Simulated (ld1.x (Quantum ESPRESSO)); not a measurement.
# Before and after: TM potential for tellurium (Te)

ld1.x (Quantum ESPRESSO) 7.5 input, shortened:

```
&input
   title='Te', zed=52., rel=2, dft='PBE', iswitch=3,
   config='[Kr] 4d10 5s2 5p4 5d-2', rel_dist='average'
 /
 &inputp
   pseudotype=2, tm=.true., lloc=-1, rcloc=1.90,
   nlcc=.true., rcore=1.30
 /
3
5S  1  0   2.00   0.00  1.65  1.65  0.0
5P  2  1   4.00   0.00  1.85  1.85  0.0
5D  3  2  -2.00   0.20  1.95  1.95  0.0
 &test
   configts(1)='5s2 5p4'
 /
```

Open shells are filled in proportion to 2j + 1 (rel_dist='average').

Change: wave 5d channel at 0.2 Ry: rc 1.95 bohr becomes 5d channel at 0.63 Ry: rc 1.95 bohr.

Cutoffs: the cutoffs (Ry, on a coarse ladder) from which the occupation-weighted sum of valence levels, in a spherical-Bessel basis at the reference potential, stays within 10 and 1 mRy of its value at 400 Ry; they do not see the model core or the augmentation charge, which bear on the density cutoff. Errors are all-electron minus pseudo energies relative to the spin-unpolarised reference configuration.

**Question.** What does the change do?

**Answer.** The potential gets neither clearly harder nor softer (30 Ry and 60 Ry → 30 Ry and 60 Ry); the bound ghost in d disappears; the errors of the 7 common tests hardly move.

```tsv
quantity	base	changed
cutoff, loose	30 Ry	30 Ry
cutoff, tight	60 Ry	60 Ry
bound ghosts	d5/2	none
error for 5s2 5p3, meV [ΔE 9.75 eV]	+2.0	+2.0
error for 5s2 5p2, meV [ΔE 27.70 eV]	+3.2	+3.2
error for 5s2 5p1, meV [ΔE 54.63 eV]	-16	-16
error for 5s0 5p6, meV [ΔE 18.63 eV]	-30	-30
error for 5s2 5p0, meV [ΔE 91.14 eV]	-102	-102
error for 5s2 5p4.3, meV [ΔE -1.47 eV]	+0.2	+0.2
error for 5s1 5p5, meV [ΔE 9.22 eV]	-6.9	-6.9
s: phases at 2.15 bohr within 0.05 rad from the reference energy up to (Ry; the scan ends near 5)	-0.0	-0.0
p1/2: phases at 2.15 bohr within 0.05 rad from the reference energy up to (Ry; the scan ends near 5)	2.2	2.2
p3/2: phases at 2.15 bohr within 0.05 rad from the reference energy up to (Ry; the scan ends near 5)	1.7	1.7
d3/2: phases at 2.15 bohr within 0.05 rad from the reference energy up to (Ry; the scan ends near 5)	0.9	1.2
d5/2: phases at 2.15 bohr within 0.05 rad from the reference energy up to (Ry; the scan ends near 5)	0.9	1.2
```

 A true bound ghost makes a file unfit for plane-wave use even where its test errors are small: the radial tests pick states by their node count and pass the ghost by.
